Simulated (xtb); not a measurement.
Sn(Cl)3(SeH) (Cl₃HSeSn), SMILES [Cl][Sn]([Cl])([Cl])[SeH]. All values are semi-empirical tight-binding results from xtb (GFN2-xTB unless named), good for trends rather than for accurate numbers. Coordinates come from a GFN2-xTB optimisation. The structure was generated by enumeration; whether it is a known compound was not checked. One conformer was computed; it need not be the lowest.

A frequency run showed that this geometry is not a minimum.

For metal compounds this method's bond lengths and energies can be far off.

Computed properties:
```
Property      Result
-----------  -------
orbital gap  1.42 eV
```
